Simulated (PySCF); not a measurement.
Finite-field polarisability of Se (selenium, neutral)

[Ar] 3d10 4s2 4p4, high-spin 3P determinant. Computed with PySCF 2.14 in ANO-RCC-VTZP (6s5p3d1f, 43 functions), with the spin-free X2C one-electron Hamiltonian (Gaussian nucleus). Frozen: [Ar] 3d10. Energy changes in a uniform field (μhartree):

| axis | F (au) | HF | MP2 | CCSD | CCSD(T) |
| --- | --- | --- | --- | --- | --- |
| x | 0.0032 | -100.903 | -100.879 | -100.775 | -100.775 |
| x | 0.0064 | -403.648 | -403.553 | -403.137 | -403.137 |
| y | 0.003 | -100.298 | -100.701 | -100.701 | -100.876 |
| y | 0.006 | -401.251 | -402.858 | -402.862 | -403.561 |

By symmetry the remaining axis equals x.

Q: Derive α along x at CCSD(T) from the two fields.

A: With ΔE = −αF²/2 − γF⁴/24, α = −(16 ΔE(F) − ΔE(2F))/(6F²) = 19.68 bohr³.

Q: And the mean polarisability at each level?

A: The components xx, yy, zz at CCSD(T) are 19.68, 22.42, 19.68, the third axis being equal by symmetry to one of the two computed. Means: HF 20.57, MP2 20.59, CCSD 20.58, CCSD(T) 20.59 bohr³. Reference: 28.9 ± 1 bohr³ (recommended; Schwerdtfeger and Nagle, table of static dipole polarizabilities (2023 update)).

CCSD(T) lies more than 5 % below the reference, which points to too few diffuse and polarisation functions.

The basis has no added diffuse functions, which lowers α.
